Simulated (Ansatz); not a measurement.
def2 core potentials replace the inner electrons of Sb.

Species: C5H11O2Sb, SMILES `[OH][Sb]([OH])[CH]1CCCC1` (charge 0, multiplicity 1).

**Question.** Give a relaxed geometry from B3LYP-D3(BJ)/def2-SVP (Ansatz, a quantum-chemistry and plane-wave program).

**Answer.** One answer among several that fit: the end point of this relaxation, one of several conformers (outside a Z-matrix the atoms follow the SMILES, hydrogens last).
Cartesian coordinates (Å) in one orientation:
```xyz
19

O      2.178     2.045     1.256
Sb     2.295     0.081     0.845
O      3.083     0.167    -1.003
C      0.310     0.149    -0.008
C     -0.122    -1.120    -0.750
C     -1.647    -0.939    -0.933
C     -2.100     0.028     0.201
C     -0.821     0.371     1.001
H      2.904     2.318     1.835
H      4.032    -0.020    -0.979
H      0.372     1.000    -0.708
H      0.421    -1.263    -1.696
H      0.075    -2.010    -0.123
H     -2.180    -1.902    -0.902
H     -1.856    -0.494    -1.918
H     -2.529     0.945    -0.230
H     -2.878    -0.413     0.843
H     -0.714    -0.330     1.850
H     -0.822     1.388     1.419
```
